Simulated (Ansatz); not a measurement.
Computed with Ansatz on PBE0-D4/def2-TZVP structures; ΔE is electronic, products minus reactants. CBS: MP2 limit from def2 TZ/QZ plus the TZ coupled-cluster correction, frozen cores. This one scheme is used for every species. Functionals use def2-TZVPP. B3LYP here is the variant with VWN-RPA as its local correlation; programs differ in this. For Se outer-core shells are correlated without core-valence functions, which leaves a few kJ/mol of doubt a bond. Scalar relativity is left out up to krypton. Each species was taken in one conformer, which may not be the lowest.

`[SiH3][SiH2]CCl` + H₂Se → `ClC[SiH2][SeH]` + SiH₄  (cleavage of the Si–Si bond)

Task: Is it downhill or uphill in electronic energy at CCSD(T)/CBS, and by how much? (An estimate is asked.)

Result: Ansatz gave: Downhill: ΔE = -68.9 kJ/mol.

Task: What do these levels give: r2SCAN-D4, B3LYP-D4, ωB97X-V, ωB97M-V, B2PLYP, PBE, SCS-MP2/def2-TZVPP, CCSD(T)/def2-TZVPP, HF/def2-QZVPP, HF/CBS(def2), MP2/CBS(def2), CCSD/CBS(def2)? (Estimate.)

Result: The calculation gave: r2SCAN-D4 -64.1, B3LYP-D4 -64.9, ωB97X-V -64.1, ωB97M-V -69.6, B2PLYP -68.8, PBE -56.1, SCS-MP2/def2-TZVPP -74.7, CCSD(T)/def2-TZVPP -65.6, HF/def2-QZVPP -75.3, HF/CBS(def2) -75.3, MP2/CBS(def2) -79.5, CCSD/CBS(def2) -69.2 kJ/mol.

Largest T1 diagnostic among the species: 0.011.

From PBE to PBE0 (25 % exact exchange), in def2-TZVPP and without D4, ΔE moves by −4.0 kJ/mol.
